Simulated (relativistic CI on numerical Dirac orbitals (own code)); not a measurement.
Method of calculation: Dirac-Coulomb-Breit CI, KLI orbitals optimised for each configuration, model QED (radiative potential, 1s self-energy scaled to tabulated hydrogen-like ionisation energies), unscaled Slater integrals (own radial code, finite nucleus).

The strongest absorption lines from the ground level of an ion, among the configurations computed and to levels below about 2550 eV (vacuum wavelength in nm, gf): 0.65996 (0.72), 0.70798 (1.7), 0.71395 (0.026), 0.73821 (0.11), 0.80373 (0.27), 3.4018 (0.88), 4.8189 (0.42), 6.4711 (0.0024).

Which ion is it?
A. Pm XLVI
B. Pm XLIV
C. La XL
D. Tb XLVIII

B. Pm XLIV has 18 electrons and the ground level 3s2 3p6 1S_0; the strongest line goes to 3s2 3p5 4d 1P°_1. The pattern of lines fixes the number of electrons, and along that sequence the line energies rise steadily with the charge (about as its square where n changes within one kind of shell, about linearly where n is kept but much faster in heavy ions where fine structure, which grows about as Z⁴, sets the gap, and irregularly where shells cross), which fixes Z. Configurations outside the model, such as inner-shell arrays, can give stronger lines. At this charge energies of transitions that change n are usually good to better than 1 %, and those within a shell (Δn = 0) to a few per cent.

LS names give the leading component of a level, which can be under half, so a name can repeat, a term be missing and a line seem to break the LS rules.
